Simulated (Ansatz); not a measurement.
Geometry optimisation, RKS PBE-D4/def2-SVP (Ansatz 0.2.0).

Input:

```yaml
crystal:
  periodic: [false, false, false]
  atoms:
    - { symbol: Al, position_ang: [0.0817, -0.3612, 0.137] }
    - { symbol: F, position_ang: [1.4839, 0.9703, 0.9892] }
    - { symbol: C, position_ang: [0.2216, -0.0845, -1.817] }
    - { symbol: "N", position_ang: [-0.0756, -1.6492, 1.3368] }
    - { symbol: H, position_ang: [0.3924, 1.406, 1.247] }
    - { symbol: S, position_ang: [-1.3864, 1.5804, 1.1592] }
    - { symbol: H, position_ang: [1.044, -0.6749, -2.2294] }
    - { symbol: H, position_ang: [0.4393, 0.9628, -2.0498] }
    - { symbol: H, position_ang: [-0.6775, -0.3614, -2.3697] }
    - { symbol: H, position_ang: [-0.3672, -1.4686, 2.2909] }
    - { symbol: H, position_ang: [0.1185, -2.6371, 1.2477] }
    - { symbol: H, position_ang: [-1.2747, 2.3173, 0.0582] }
basis:
  gaussian: { orbitals: def2-SVP }
hamiltonian:
  xc: pbe
  dispersion: d4
relax:
  f_tol: 0.15
  max_steps: 25
  restrain:
    - { distance: [0, 5], at: 2.26, k: 30.0 }
    - { distance: [4, 1], at: 0.88, k: 30.0 }
    - { distance: [0, 1], at: 3.08, k: 30.0 }
    - { distance: [4, 5], at: 2.66, k: 30.0 }
output:
  orbitals: {}
```

Launched with:

```bash
$ ansatz run input.yaml --threads 2 --pin off --max-ram 3072MiB --backend cpu --events-out ev --progress --plain --runs-dir out
```

Task: Where does it end, and by what steps?

Result: The forces met the threshold. The restraints hold the end off the free minimum. After 8 steps the energy has fallen by 0.029 eV (the restraints' own energy left out); H5 moved furthest, 0.85 Å. Parted: Al1–F2. Joined: F2–H5.

| step | energy less start (eV) | largest force component (eV/Å) | accepted |
| --- | --- | --- | --- |
| 0 | 0.0000 | 1.970 | yes |
| 1 | 0.1526 | 2.244 | yes |
| 2 | 0.1826 | 1.553 | yes |
| 3 | 0.3067 | 4.037 | yes |
| 4 | 0.0893 | 2.054 | yes |
| 5 | 0.0239 | 1.245 | yes |
| 6 | -0.0097 | 0.843 | yes |
| 7 | -0.0140 | 1.319 | yes |
| 8 | -0.0289 | 1.297 | yes |

```xyz
12
Properties=species:S:1:pos:R:3
Al -0.384 -0.304 0.152
F 1.871 1.557 1.096
C 0.166 -0.168 -1.714
N -0.232 -1.736 1.199
H 1.071 1.901 1.396
S -1.517 1.398 1.104
H 0.802 -1.016 -2.039
H 0.735 0.769 -1.885
H -0.724 -0.142 -2.378
H -0.588 -1.799 2.155
H 0.286 -2.585 0.963
H -1.486 2.125 -0.049
```

The run took 14 s on 2 threads of Intel(R) Xeon(R) 6975P-C (Granite Rapids) (shared host), peak memory 0.2 GiB.
